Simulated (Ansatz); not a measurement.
Ansatz (a program for electronic structure) input for fluoroethane cation (C₂H₅F), SMILES CCF (connectivity only; charge and spin as stated), charge +1, multiplicity 2, PBE-D3(BJ)/def2-TZVP. 

Ansatz 0.2 input:
```yaml
crystal:
  periodic: [false, false, false]
  atoms:
    - {symbol: C, position_ang: [-0.17800410, 1.19810625, -0.00000000]}
    - {symbol: C, position_ang: [0.42782607, -0.11386974, 0.00000000]}
    - {symbol: F, position_ang: [-0.32886436, -1.17002142, -0.00000000]}
    - {symbol: H, position_ang: [0.56680006, 1.99236170, 0.00000001]}
    - {symbol: H, position_ang: [-0.86553417, 1.30573651, -0.86267184]}
    - {symbol: H, position_ang: [-0.86553417, 1.30573650, 0.86267184]}
    - {symbol: H, position_ang: [1.31255783, -0.28953050, 0.73830545]}
    - {symbol: H, position_ang: [1.31255784, -0.28953050, -0.73830545]}
basis:
  gaussian:
    orbitals: def2-TZVP
hamiltonian:
  xc: pbe
  dispersion: d3bj
total_charge: 1
magnetization: {spin_polarized: true, initial_magnetization: 1}
relax: {f_tol: 0.002, max_steps: 200}
```

Program output:

```
WARN ansatz: RAYON_NUM_THREADS=1 ignored (pool sized by the plan → 1); use --threads N
Functional definition: PBE
integrals: 0.03 GiB planned
736 factors; their error is unknown
mean field: 0.38 GiB planned
mean field evaluation 1: about -4843.6023 eV, gradient 6.0e1 eV
mean field evaluation 2: about -4817.2959 eV, gradient 9.6e1 eV
mean field evaluation 4: about -4856.9448 eV, gradient 1.4e1 eV
mean field evaluation 8: about -4857.6840 eV, gradient 9.6e-2 eV
mean field evaluation 16: about -4857.6632 eV, gradient 4.2e-5 eV
mean field -4857.66316659 eV, -178.5158287298 hartree, gradient 4.2e-5 eV, S^2 0.751746; 0 other end points of the search recorded, 0 dependent functions left out
the calculation of the forces begins
reference -4857.66319756 eV, -178.5158298678 hartree; 13, 12 occupied and 110, 111 virtual orbitals, 736 factors
relax step   1: F+E_penalty+E_count = -4857.75726048 eV  Δ(F+E_penalty+E_count) = +0.000e0 eV  max|allowed force component| = 9.174e-1 eV/Å  Δτ_max = 0.0000 Å  (31 SCF iters, accepted)
these checks for a lower state are left out or cut short: starts, cluster_reference, orbital_swaps, neighbouring_geometries, increment
integrals: 0.03 GiB planned
736 factors; their error is unknown
mean field: 0.38 GiB planned
mean field -4857.68688146 eV, -178.5167002351 hartree, gradient 1.4e-5 eV, S^2 0.751783; 0 other end points of the search recorded, 0 dependent functions left out
the calculation of the forces begins
reference -4857.68691255 eV, -178.5167013779 hartree; 13, 12 occupied and 110, 111 virtual orbitals, 736 factors
relax step   2: F+E_penalty+E_count = -4857.78078983 eV  Δ(F+E_penalty+E_count) = -2.353e-2 eV  max|allowed force component| = 5.567e-1 eV/Å  Δτ_max = 0.0210 Å  (35 SCF iters, accepted)
these checks for a lower state are left out or cut short: starts, cluster_reference, orbital_swaps, neighbouring_geometries, increment
integrals: 0.03 GiB planned
736 factors; their error is unknown
mean field: 0.38 GiB planned
mean field evaluation 32: about -4857.6976 eV, gradient 2.5e-5 eV
mean field -4857.69764196 eV, -178.5170956763 hartree, gradient 2.5e-5 eV, S^2 0.751795; 0 other end points of the search recorded, 0 dependent functions left out
the calculation of the forces begins
reference -4857.69767320 eV, -178.5170968244 hartree; 13, 12 occupied and 110, 111 virtual orbitals, 736 factors
relax step   3: F+E_penalty+E_count = -4857.79142750 eV  Δ(F+E_penalty+E_count) = -1.064e-2 eV  max|allowed force component| = 1.090e-1 eV/Å  Δτ_max = 0.0261 Å  (34 SCF iters, accepted)
these checks for a lower state are left out or cut short: starts, cluster_reference, orbital_swaps, neighbouring_geometries, increment
integrals: 0.03 GiB planned
736 factors; their error is unknown
mean field: 0.38 GiB planned
mean field -4857.69820039 eV, -178.5171161982 hartree, gradient 1.1e-5 eV, S^2 0.751784; 0 other end points of the search recorded, 0 dependent functions left out
the calculation of the forces begins
reference -4857.69823165 eV, -178.5171173471 hartree; 13, 12 occupied and 110, 111 virtual orbitals, 736 factors
relax step   4: F+E_penalty+E_count = -4857.79199311 eV  Δ(F+E_penalty+E_count) = -5.656e-4 eV  max|allowed force component| = 2.249e-2 eV/Å  Δτ_max = 0.0041 Å  (35 SCF iters, accepted)
these checks for a lower state are left out or cut short: starts, cluster_reference, orbital_swaps, neighbouring_geometries, increment
integrals: 0.03 GiB planned
736 factors; their error is unknown
mean field: 0.38 GiB planned
mean field -4857.69822193 eV, -178.5171169898 hartree, gradient 1.2e-5 eV, S^2 0.751785; 0 other end points of the search recorded, 0 dependent functions left out
the calculation of the forces begins
reference -4857.69825320 eV, -178.5171181389 hartree; 13, 12 occupied and 110, 111 virtual orbitals, 736 factors
relax step   5: F+E_penalty+E_count = -4857.79202238 eV  Δ(F+E_penalty+E_count) = -2.928e-5 eV  max|allowed force component| = 4.054e-3 eV/Å  Δτ_max = 0.0013 Å  (37 SCF iters, accepted)
these checks for a lower state are left out or cut short: starts, cluster_reference, orbital_swaps, neighbouring_geometries, increment
integrals: 0.03 GiB planned
736 factors; their error is unknown
mean field: 0.38 GiB planned
mean field -4857.69822247 eV, -178.5171170096 hartree, gradient 1.2e-5 eV, S^2 0.751784; 0 other end points of the search recorded, 0 dependent functions left out
the calculation of the forces begins
reference -4857.69825374 eV, -178.5171181587 hartree; 13, 12 occupied and 110, 111 virtual orbitals, 736 factors
relax step   6: F+E_penalty+E_count = -4857.79202401 eV  Δ(F+E_penalty+E_count) = -1.628e-6 eV  max|allowed force component| = 2.103e-3 eV/Å  Δτ_max = 0.0005 Å  (36 SCF iters, accepted)
these checks for a lower state are left out or cut short: starts, cluster_reference, orbital_swaps, neighbouring_geometries, increment
integrals: 0.03 GiB planned
736 factors; their error is unknown
mean field: 0.38 GiB planned
mean field evaluation 64: about -4857.6982 eV, gradient 1.2e-5 eV
mean field -4857.69822385 eV, -178.5171170605 hartree, gradient 1.2e-5 eV, S^2 0.751784; 0 other end points of the search recorded, 0 dependent functions left out
the calculation of the forces begins
reference -4857.69825512 eV, -178.5171182096 hartree; 13, 12 occupied and 110, 111 virtual orbitals, 736 factors
relax step   7: F+E_penalty+E_count = -4857.79202438 eV  Δ(F+E_penalty+E_count) = -3.706e-7 eV  max|allowed force component| = 3.307e-4 eV/Å  Δτ_max = 0.0003 Å  (37 SCF iters, accepted)
integrals: 0.03 GiB planned
736 factors; their error is unknown
mean field: 0.38 GiB planned
mean field evaluation 96: about -4855.8149 eV, gradient 7.4e-2 eV
mean field -4857.69822385 eV, -178.5171170605 hartree, gradient 1.2e-5 eV, S^2 0.751784; 4 other end points of the search recorded, 0 dependent functions left out
the calculation of the forces begins
reference -4857.69825512 eV, -178.5171182096 hartree; 13, 12 occupied and 110, 111 virtual orbitals, 736 factors
Total energy: -4857.79205565 eV, -178.5205653154 hartree
Atom 0 at    -0.161709     1.195581     0.000000 Å, force    -0.000188    -0.000331     0.000000 eV/Å
Atom 1 at     0.457037    -0.118676     0.000000 Å, force    -0.000079     0.000105     0.000000 eV/Å
Atom 2 at    -0.322538    -1.196449    -0.000000 Å, force    -0.000063     0.000069     0.000000 eV/Å
Atom 3 at     0.579417     2.003305     0.000000 Å, force     0.000102    -0.000011     0.000000 eV/Å
Atom 4 at    -0.879673     1.314079    -0.853767 Å, force     0.000105    -0.000010     0.000010 eV/Å
Atom 5 at    -0.879673     1.314079     0.853767 Å, force     0.000105    -0.000010    -0.000010 eV/Å
Atom 6 at     1.294471    -0.286466     0.785505 Å, force     0.000010     0.000094     0.000021 eV/Å
Atom 7 at     1.294471    -0.286466    -0.785505 Å, force     0.000010     0.000094    -0.000021 eV/Å
Dipole moment:     0.415361     0.447186     0.000000 e Å
```

The calculation finished and met its thresholds.
